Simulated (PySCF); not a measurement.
Vertical excitations of a molecule CH₂ClFO₂Si from TDDFT-ωB97X/def2-SVPD run with PySCF, as energy in eV (oscillator strength): 5.70 (0.001), 8.39 (0.082), 8.45 (0.005), 8.90 (0.086), 8.99 (0.005), 9.13 (0.038), 9.24 (0.046), 9.50 (0.011), 9.67 (0.122), 9.85 (0.053). Lowest triplet (TDA): 5.19 eV. Geometry optimised at B3LYP-D3(BJ)/def2-SVP. The values are those of a single conformer.

Problem. Pick the molecule that these values belong to.
(A) O=C[Si@](O)(F)Cl
(B) O=CO[Si@@H](F)Cl
(C) O=C(O)[Si@H](F)Cl
(D) F[Si]1(Cl)OCO1

Solution. B, O=CO[Si@@H](F)Cl
